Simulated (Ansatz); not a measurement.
Consider the homolysis of the C–S bond: `CS[SiH](F)F` → `[CH3]`• + `F[SiH](F)[S]`•.

Isolated molecules relaxed with PBE0-D4/def2-TZVP in Ansatz; ΔE leaves out vibrations. CBS: MP2 limit from def2 TZ/QZ plus the TZ coupled-cluster correction, frozen cores. This one scheme is used for every species. Functionals use def2-TZVPP. No spin–orbit coupling; open shells (•) take unrestricted orbitals. Each species was taken in one conformer, which may not be the lowest.

| species | BLYP-D4 energy (Eh) |
| --- | --- |
| `CS[SiH](F)F` | -928.14917 |
| `[CH3]`• | -39.83006 |
| `F[SiH](F)[S]`• | -888.19789 |

(1) Work out ΔE.

Largest T1 diagnostic among the species: 0.013.

## Answers

(1) ΔE = (-39.83006) + (-888.19789) − (-928.14917) = 0.12122 Eh = +318.3 kJ/mol. CCSD(T)/CBS gives +336.9 kJ/mol.

At CCSD(T), def2-SVP lies −26.7 kJ/mol from the extrapolated value and def2-TZVPP −13.9 kJ/mol: correlation converges slowly with the basis, and small sets miss more of it in the bonded molecule than in its fragments. In def2-TZVPP, CCSD(T) changes the Hartree–Fock value by +128.3 kJ/mol (the triples alone add +13.6 kJ/mol) and MP2 by +149.7 kJ/mol; breaking electron pairs costs correlation energy, which Hartree–Fock lacks. From r2SCAN to r2SCAN0 (25 % exact exchange), in def2-TZVPP and without D4, ΔE moves by −5.6 kJ/mol: exact exchange takes away binding that semilocal exchange gives to molecules.
